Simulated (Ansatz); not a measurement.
Calculated with Ansatz (gas phase, PBE0-D4/def2-TZVP geometries, no zero-point term in ΔE). CCSD(T)/CBS is the MP2 limit (def2-TZVPP, def2-QZVPP) plus CCSD(T) − MP2 in def2-TZVPP, frozen cores. Functionals use def2-TZVPP. One conformer a species, not always the lowest.

Consider the formal exchange of groups at the Si–H bond: `O=CC(O)[SiH3]` + `CCCCC(CC)CO` → `O=CC(O)[SiH2]O` + `CCCCC(C)CC`.

| level | ΔE (kJ/mol) | difference from CCSD(T)/CBS |
| --- | --- | --- |
| PBE0-D4 | -176.5 | 8.9 |
| ωB97X-V | -177.4 | 8.0 |
| ωB97M-V | -182.3 | 3.1 |
| B2PLYP | -185.7 | -0.3 |
| PBE | -172.5 | 12.9 |
| r2SCAN | -185.1 | 0.3 |
| PBE0 | -176.9 | 8.5 |
| HF/def2-TZVPP | -186.5 | -1.1 |
| MP2/def2-TZVPP | -191.2 | -5.8 |
| SCS-MP2/def2-TZVPP | -187.1 | -1.7 |
| CCSD/def2-TZVPP | -182.8 | 2.6 |
| CCSD(T)/def2-TZVPP | -181.6 | 3.8 |
| HF/def2-QZVPP | -187.6 | -2.2 |
| MP2/def2-QZVPP | -193.8 | -8.4 |
| HF/CBS(def2) | -187.7 | -2.3 |
| CCSD/CBS(def2) | -186.7 | -1.3 |
| CCSD(T)/CBS | -185.4 | 0 |

Largest T1 diagnostic among the species: 0.015.

From PBE to PBE0 (25 % exact exchange), in def2-TZVPP and without D4, ΔE moves by −4.4 kJ/mol.
